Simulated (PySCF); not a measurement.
C4H8OS, SMILES O=CCCCS. Atoms are numbered in the order given.

```xyz
14

O      3.1138    -0.5076     0.8052
C      2.3907    -0.2696    -0.1390
C      0.8982    -0.5150    -0.1834
C      0.1145     0.7005    -0.7007
C     -1.3759     0.4400    -0.9213
S     -2.1972     0.0353     0.6795
H      2.8131     0.1697    -1.1000
H      0.5608    -0.8400     0.8208
H      0.7357    -1.3713    -0.8802
H      0.5485     1.0349    -1.6691
H      0.2385     1.5516     0.0038
H     -1.8537     1.3409    -1.3556
H     -1.5160    -0.4028    -1.6304
H     -3.4471    -0.1220     0.1631
```

Coordinates come from a PBE-D3(BJ)/def2-SVP optimisation. Other conformers were not sampled.

Level of theory: TDA-PBE/def2-SVPD (PySCF 2.14.0).

Vertical excitations. The molecule is in vacuum.

```tsv
state	energy (eV)	λ (nm)	f	main pairs
S1	3.59	345	0.000	HOMO→LUMO 100 %
S2	4.04	307	0.000	HOMO−1→LUMO 100 %
S3	5.04	246	0.004	HOMO→LUMO+1 99 %
S4	5.13	242	0.010	HOMO−1→LUMO+1 99 %
S5	5.73	216	0.026	HOMO→LUMO+2 90 %
S6	5.76	215	0.004	HOMO−1→LUMO+2 92 %
S7	5.93	209	0.001	HOMO−2→LUMO 99 %
S8	6.01	206	0.010	HOMO→LUMO+3 99 %
S9	6.25	198	0.029	HOMO−1→LUMO+3 97 %
S10	6.28	197	0.016	HOMO→LUMO+4 98 %
T1	3.40	364	0	HOMO−1→LUMO 98 %
T2	3.59	345	0	HOMO→LUMO 98 %
T3	4.66	266	0	HOMO→LUMO+1 99 %
T4	5.10	243	0	HOMO−1→LUMO+1 100 %
```
Triplets are in the Tamm–Dancoff approximation.
